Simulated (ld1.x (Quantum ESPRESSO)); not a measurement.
aluminium (Al), TM: configuration errors across variants

| Property | Result |
| --- | --- |
| Element | aluminium (Al) |
| Generator | ld1.x (Quantum ESPRESSO) 7.5 |
| Type | norm-conserving Troullier–Martins (Kleinman–Bylander form) |
| Functional | BLYP |
| Relativity | scalar-relativistic |
| Frozen core | [Ne] |
| Valence charge | 3 |
| Reference configuration | 3s2 3p1 |
| Partial waves | 3s (bound): rc 2.20 bohr; 3p (bound): rc 2.25 bohr |
| Local potential | all-electron potential smoothed inside 2.10 bohr (lloc = -1) |
| Core correction | a·sin(br)/r model core inside 1.20 bohr |

All-electron excitation energies from the reference (eV): (1) 3s2 3p0 5.627; (2) 3s1 3p0 24.843; (3) 3s2 3p0.5 2.012; (4) 3s2 3p1.3 -0.531; (5) 3s1 3p2 5.188; (6) 3s0 3p3 10.585; (7) 3s1 3p1 11.468.

Errors AE − PS in meV (a dash: test not solved or not reliable):

| change | (1) | (2) | (3) | (4) | (5) | (6) | (7) | bound ghosts |
| --- | --- | --- | --- | --- | --- | --- | --- | --- |
| base | +2.4 | +19 | +0.3 | +0.1 | -2.4 | -11 | +3.1 | none |
| all radii but the core radius scaled by about 0.77 (s 1.70, p 1.74 bohr); local potential all-electron potential smoothed inside 1.62 bohr (lloc = -1) | +2.6 | +22 | +0.4 | +0.1 | +0.9 | +3.4 | +7.5 | none |
| all radii but the core radius scaled by about 0.84 (s 1.84, p 1.88 bohr); local potential all-electron potential smoothed inside 1.74 bohr (lloc = -1) | +2.2 | +20 | +0.4 | +0.1 | +0.2 | +0.6 | +5.9 | none |
| all radii but the core radius scaled by about 0.95 (s 2.08, p 2.14 bohr); local potential all-electron potential smoothed inside 2.00 bohr (lloc = -1) | +2.2 | +19 | +0.3 | +0.1 | -1.4 | -6.7 | +4.0 | none |
| all radii but the core radius scaled by about 1.11 (s 2.44, p 2.48 bohr); local potential all-electron potential smoothed inside 2.32 bohr (lloc = -1) | +3.1 | +18 | +0.4 | +0.1 | -5.5 | -26 | +0.1 | none |
| all radii but the core radius scaled by about 1.23 (s 2.70, p 2.76 bohr); local potential all-electron potential smoothed inside 2.56 bohr (lloc = -1) | +4.3 | +12 | +0.6 | +0.1 | -11 | -49 | -5.7 | none |
| all radii but the core radius scaled by about 1.30 (s 2.86, p 2.92 bohr); local potential all-electron potential smoothed inside 2.74 bohr (lloc = -1) | +5.6 | +3.5 | +0.8 | +0.1 | -16 | -76 | -13 | none |

(1) Give the same row for: all radii but the core radius scaled by about 1.38 (s 3.04, p 3.10 bohr); local potential all-electron potential smoothed inside 2.90 bohr (lloc = -1).

Answers

(1) +6.4, -5.8, +0.9, +0.1, -21, -95, -19; bound ghosts: none.
